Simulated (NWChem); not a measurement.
System: SnBr4; SMILES [Br][Sn]([Br])([Br])[Br]

The following NWChem deck was run.

```
start job
memory heap 200 mb stack 900 mb global 1100 mb
geometry units angstroms noautoz
  Br     0.917146    -1.634063     1.604628
  Sn     0.000002    -0.000006     0.000000
  Br    -1.432934    -1.167355    -1.634050
  Br     1.852786     1.119649    -1.183088
  Br    -1.337002     1.681771     1.212510
end
basis spherical
  * library sto-3g
end
dft
  xc hfexch
  iterations 150
  mulliken
end
task dft energy
```

Coordinates come from a PBE0/def2-SVP (def2 core potentials past Kr) optimisation. No frequency run checked for a minimum.

Predict the main results of this run. (Hartree-Fock/STO-3G, non-relativistic.) Quantities: basis functions; energy (Ha); highest occupied level (eV); orbital gap (eV).


```
Item                             Value
---------------------------  ---------
number of basis functions           99
energy (Ha)                  -16142.25
highest occupied level (eV)      -9.10
orbital gap (eV)                 14.15
```
